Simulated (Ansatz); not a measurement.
```yaml
crystal:
  periodic: [false, false, false]
  atoms:
    - {symbol: C, position_ang: [-0.447887, -3.101064, -1.075049]}
    - {symbol: C, position_ang: [0.264562, -2.082350, -1.536279]}
    - {symbol: C, position_ang: [0.914563, -1.057816, -0.697508]}
    - {symbol: Al, position_ang: [-0.001783, 0.612798, -0.336924]}
    - {symbol: C, position_ang: [-1.492963, 0.899603, -1.804573]}
    - {symbol: C, position_ang: [-2.102334, 0.930879, -0.392205]}
    - {symbol: C, position_ang: [-1.925771, -0.226942, 0.522711]}
    - {symbol: C, position_ang: [0.770835, 2.023401, 0.475230]}
    - {symbol: C, position_ang: [1.286129, 1.477113, 1.992596]}
    - {symbol: C, position_ang: [2.346659, 1.102288, 2.559370]}
    - {symbol: H, position_ang: [-0.885835, -3.670463, -1.884290]}
    - {symbol: H, position_ang: [-0.445310, -3.380707, 0.086499]}
    - {symbol: H, position_ang: [0.340042, -1.955096, -2.646972]}
    - {symbol: H, position_ang: [1.887900, -0.763945, -1.092447]}
    - {symbol: H, position_ang: [1.179190, -1.495658, 0.275665]}
    - {symbol: H, position_ang: [-1.562486, -0.078562, -2.399227]}
    - {symbol: H, position_ang: [-1.599612, 1.788877, -2.225204]}
    - {symbol: H, position_ang: [-2.462483, 1.768965, 0.038187]}
    - {symbol: H, position_ang: [-2.443376, -0.104131, 1.531319]}
    - {symbol: H, position_ang: [-1.763705, -1.117913, 0.076384]}
    - {symbol: H, position_ang: [1.863322, 2.308398, 0.130547]}
    - {symbol: H, position_ang: [0.219776, 2.956762, 0.733423]}
    - {symbol: H, position_ang: [0.324685, 1.431173, 2.628363]}
    - {symbol: H, position_ang: [3.294559, 1.144635, 1.672495]}
    - {symbol: H, position_ang: [2.380277, 0.718889, 3.364340]}
basis:
  gaussian: {orbitals: def2-mTZVPP}
hamiltonian: {xc: {name: HF}}
correlation: {method: mp2, frozen_orbitals: {C: 0}}
```

```sh
$ ansatz run in.yaml --threads 4 --pin off --events-out ev --progress --plain --max-ram 46080MiB --backend cpu
```

Output, abridged:

```
Functional definition: HF
Error: "frozen_orbitals" has no count for Al
```

Something in this input is off. What?

Frozen orbitals are typed for one element alone, and the program wants a count for each. The program refused the input.
